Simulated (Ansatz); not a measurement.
Calculated with Ansatz (gas phase, PBE0-D4/def2-TZVP geometries, no zero-point term in ΔE). CCSD(T)/CBS adds triple-zeta CCSD(T) − MP2 to the extrapolated MP2 energy (def2 sets, frozen cores). This one scheme is used for every species, atoms too. DFT in def2-TZVPP. HSE06 is defined as in plane-wave codes. Open shells (•) are unrestricted, without spin–orbit coupling. Spin–orbit coupling would lower the free atoms: a little for Al, C, O; clearly for Br. For Br outer-core shells are correlated without core-valence functions, so the limit isn't a true one: a few kJ/mol of doubt a bond, and 10 to 20 or more in all where bonds break to atoms. Scalar relativity is left out up to krypton. Each species was taken in one conformer, which may not be the lowest.

Reaction (atomization): `[CH3][Al]([OH])[Br]` → Al• + Br• + C• + 4 H• + O•

CCSD(T)/CBS gives +2915.4 kJ/mol.

Task: Another level gave +2899.0 kJ/mol. Which?
A. ωB97M-V/def2-TZVPP
B. CCSD/def2-TZVPP
C. r2SCANh/def2-TZVPP
D. HSE06/def2-TZVPP

Result: A. ωB97M-V 2899.0, HSE06 2869.3, r2SCANh 2891.6, CCSD/def2-TZVPP 2793.0 kJ/mol.

Largest T1 diagnostic among the species: 0.018.

At CCSD(T), def2-SVP lies −186.3 kJ/mol from the extrapolated value and def2-TZVPP −82.6 kJ/mol: correlation converges slowly with the basis, and small sets miss more of it in the bonded molecule than in its fragments. From BLYP to BHLYP (50 % exact exchange), in def2-TZVPP and without D4, ΔE moves by −49.0 kJ/mol: exact exchange takes away binding that semilocal exchange gives to molecules. In def2-TZVPP, CCSD(T) changes the Hartree–Fock value by +673.0 kJ/mol (the triples alone add +39.8 kJ/mol) and MP2 by +736.8 kJ/mol; breaking electron pairs costs correlation energy, which Hartree–Fock lacks.

For atomizations the MP2-based limit and the directly extrapolated one differ by several kJ/mol either way, and by 10 to 25 for some Ge, Se and Sn compounds, so smaller differences from it don't rank the levels.
